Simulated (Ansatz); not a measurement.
Mulliken charges of `OC[SiH](S)Cl` from PBE/def2-TZVPP in Ansatz (PBE0-D4/def2-TZVP geometry).

```tsv
atom	x (Å)	y (Å)	z (Å)	charge (e)
O1	-1.441	-0.318	0.550	-0.305
C2	-0.593	-0.464	-0.576	-0.130
Si3	0.989	0.503	-0.250	0.439
S4	1.692	0.028	1.689	-0.262
Cl5	0.593	2.508	-0.487	-0.221
H6	-2.255	-0.801	0.394	0.187
H7	-1.060	-0.084	-1.495	0.108
H8	-0.316	-1.514	-0.748	0.105
H9	2.044	0.151	-1.226	-0.061
H10	0.430	-0.060	2.152	0.139
```

**Question.** By hand: the dipole of these point charges (1 e Å = 4.8032 D).

**Answer.** Σ q r = (-0.258, -0.519, -0.330) e Å, of length 0.667 e Å = 3.20 D.

**Question.** How does the dipole of the full density compare? (Best estimate.)

**Answer.** Computed: (-0.391, -0.461, -0.231) e Å, 3.11 D; the point charges give 1.03 times that, at 15° from its direction.

Point charges leave out the atoms' own dipoles, such as those of lone pairs, and Mulliken's split depends on the basis, so the close match here is no proof of good charges.
